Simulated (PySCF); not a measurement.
silacyclobutane (C3H8Si), SMILES C1C[SiH2]C1.

Geometry: B3LYP-D3(BJ)/def2-SVP.

The numbers are results of PySCF with PBE/def2-TZVP, not measurements.

Isolated molecule, no solvent.

The total energy is -408.33032 hartree and the point group is Cs. The highest occupied level is -6.61 eV and the lowest empty level is -0.44 eV. The orbital gap is 6.17 eV. The dipole moment is 0.56 D and the quadrupole, principal values (traceless, Buckingham form, about the centre of nuclear charge) is -1.64, 0.68, 0.96 D·Å. The mean static polarisability is 63.1 bohr³ (9.36 Å³) and the polarisability, principal values is 56.3, 61.0, 72.2 bohr³.
